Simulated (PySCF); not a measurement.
CH7FOSi3, SMILES [Si]1([SiH2]C[SiH2]1)(O)F. Atoms are numbered in the order given.

```xyz
13

O      2.1864    -1.0675     0.0000
Si     0.9049    -0.0184     0.0000
F      1.5290     1.4989     0.0000
Si    -0.9117    -0.1997    -1.4678
C     -1.9936     0.3620     0.0000
Si    -0.9117    -0.1997     1.4678
H      3.0747    -0.6952     0.0000
H     -1.0394     0.6194    -2.7087
H     -1.1836    -1.6330    -1.7911
H     -3.0270    -0.0167     0.0000
H     -2.0313     1.4660     0.0000
H     -1.1836    -1.6330     1.7911
H     -1.0394     0.6194     2.7087
```
Charge 0, spin multiplicity 1.

The structure is a stationary point at ωB97X-D3(BJ)/def2-SVP. A frequency run showed that this geometry is not a minimum. This is a generated structure with no PubChem entry under its InChIKey; it may be hypothetical. One conformer was computed; it need not be the lowest.

Calculation: PBE/pcSseg-1 in PySCF.

GIAO shieldings, no solvent; atoms listed in one row are averaged. δ = σ(ref) − σ: ¹⁷O against H2O (σ = 334.3 ppm); ²⁹Si against TMS (σ = 335.4 ppm); ¹⁹F against CFCl3 (σ = 133.6 ppm); ¹³C against TMS (σ = 182.0 ppm); ¹H against TMS (σ = 31.49 ppm), references at their B3LYP-D3(BJ)/def2-TZVP geometries, non-relativistic.

### Question
Estimate the chemical shifts. (An estimate is asked for; the answer gives what the named calculation found.)

### Answer

| nucleus | atoms | count | δ (ppm) |
|---|---|---|---|
| ¹⁷O | O1 | 1 | 84.3 |
| ²⁹Si | Si2 | 1 | 56.2 |
| ²⁹Si | Si4, Si6 | 2 | -42.7 |
| ¹⁹F | F3 | 1 | -198.7 |
| ¹³C | C5 | 1 | -14.9 |
| ¹H | H8, H13 | 2 | 5.18 |
| ¹H | H9, H12 | 2 | 4.81 |
| ¹H | H7 | 1 | 2.48 |
| ¹H | H10 | 1 | 0.67 |
| ¹H | H11 | 1 | 0.08 |
